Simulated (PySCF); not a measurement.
Input for PySCF: R-B3LYP/LANL2DZ on CH4SSi (SMILES C[Si]S), a point of a torsion scan.

```python
from pyscf import gto, scf, dft, mp
from pyscf.data.elements import chemcore

mol = gto.M(
    atom='''
    C    -0.99242757   -0.06975196   -0.06931515
    Si    0.13956128    1.47828588    0.02127102
    S    -0.16930442    2.29071785   -1.99587161
    H    -0.48571461   -0.88032663   -0.59408839
    H    -1.94030035    0.11651831   -0.57570750
    H    -1.22038609   -0.43486071    0.93044582
    H    -0.98965278    1.37317632   -2.49261685
    ''',
    basis='lanl2dz',
    ecp={'S': 'lanl2dz', 'Si': 'lanl2dz'},
    charge=0, spin=0, verbose=3, max_memory=1800)
mf = dft.RKS(mol, xc='b3lyp')
mf.conv_tol = 1e-8
mf.max_cycle = 100
mf.kernel()
if not mf.converged:
    mf = mf.newton().run(mf.mo_coeff, mf.mo_occ)
```

Program output:

```
converged SCF energy = -54.4687557075234
```

The run converged.

Cost: around 4 core-seconds (rough).
